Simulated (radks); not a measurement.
Spherical quantum dot in the effective-mass picture: electrons in a well V = -V0 / (1 + exp((r - R)/a)) with V0 = 5.83, R = 8.49, a = 0.85, all in effective atomic units (hartree* = m*/eps^2 hartree, bohr* = eps/m* bohr), one dielectric constant everywhere. Calculated with a radial shooting solver with Libxc functionals: non-relativistic Kohn-Sham, PBE, spin-polarised, spherical densities. Levels are named by radial order and angular momentum (1s, 1p, 1d, 2s, ...), and open shells are averaged over m. Results are scaled to m* = 0.216 and eps = 16.3, for which hartree* = 22.12 meV and bohr* = 3.993 nm.

N = 2, configuration 1s2. This is the lowest configuration that the search found. Occupied and some empty levels:

level  occupation  eigenvalue (meV)  <r> (nm)
1s              2           -118.98     14.46
1p              0           -116.80     16.63
1d              0           -113.88     18.21
2s              0           -111.88     14.51

Energy (meV): total -247.057, kinetic 3.9444, external -255.71, Hartree 10.928, exchange-correlation -6.2175.

Electron density:

r (nm)  n(r) (e/nm^3)
1.38        0.0001013
3.68        0.0001002
5.99       0.00009749
8.29       0.00009207
10.6       0.00008285
12.9       0.00006940
15.2       0.00005257
17.5       0.00003466
19.8       0.00001906
22.1        8.527e-06
24.4        2.978e-06
26.7        7.542e-07
29.0        1.285e-07
